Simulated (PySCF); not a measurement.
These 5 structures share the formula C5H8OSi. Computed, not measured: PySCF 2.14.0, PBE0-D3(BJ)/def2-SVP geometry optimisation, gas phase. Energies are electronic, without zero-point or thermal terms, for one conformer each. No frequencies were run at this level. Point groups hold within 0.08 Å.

**Question.** Rank from lowest to highest electronic energy at this level (kcal/mol).
A. `[CH2:1]=[CH:2][C:3]#[C:4][SiH2:5][O:6][CH3:7]` with C4–Si5–O6–C7 -56°
B. `[CH3:1][O:2][C:3]1=[CH:4][SiH2:5][CH:6]=[CH:7]1` with C1–O2–C3–C4 0°
C. `[CH3:1][O:2][C:3]1=[CH:4][CH:5]=[CH:6][SiH2:7]1` with C1–O2–C3–C4 0°
D. `[SiH3:1][CH2:2][c:3]1[cH:4][cH:5][cH:6][o:7]1` with Si1–C2–C3–C4 107°
E. `[CH3:1][C:2]#[C:3]/[CH:4]=[CH:5]/[O:6][SiH3:7]` with C4–C5–O6–Si7 -1°

**Answer.** D (0.0), B (14.1), C (20.1), A (26.1), E (27.6).

As drawn, the lowest has an aromatic ring and an Si–C bond, which the highest lacks; the highest has a C≡C bond, an Si–O bond and a C=C bond outside aromatic rings, which the lowest lacks. Neighbours under 2.5 kcal/mol apart (C=CC#C[SiH2]OC and CC#C/C=C/O[SiH3]) can change places with a better method, another conformer or zero-point energy.

```
          SMILES      E (Eh)  E rel (kcal/mol)  dipole (D)  point group        A, B, C (MHz)
  [SiH3]Cc1ccco1  -559.32557               0.0        0.70           C1     5668, 1274, 1170
COC1=C[SiH2]C=C1  -559.30306              14.1        1.42           Cs     5139, 1509, 1192
COC1=CC=C[SiH2]1  -559.29359              20.1        1.71           Cs     4468, 1645, 1229
  C=CC#C[SiH2]OC  -559.28392              26.1        1.96           C1   5699, 820.1, 734.8
CC#C/C=C/O[SiH3]  -559.28161              27.6        0.48            –  11780, 663.3, 635.2
```

**Question.** How do the relative energies change in single points at PBE0/pcSseg-1 (no added dispersion term) on the same geometries?

**Answer.** 
| SMILES | PBE0-D3(BJ)/def2-SVP (kcal/mol) | PBE0/pcSseg-1 (kcal/mol) | shift |
| --- | --- | --- | --- |
| [SiH3]Cc1ccco1 | 0.0 | 0.0 | 0.0 |
| COC1=C[SiH2]C=C1 | 14.1 | 13.0 | -1.1 |
| COC1=CC=C[SiH2]1 | 20.1 | 19.0 | -1.1 |
| C=CC#C[SiH2]OC | 26.1 | 20.3 | -5.8 |
| CC#C/C=C/O[SiH3] | 27.6 | 24.4 | -3.2 |

Each column counts from its own lowest isomer. The order is unchanged; the largest shift is 5.8 kcal/mol.
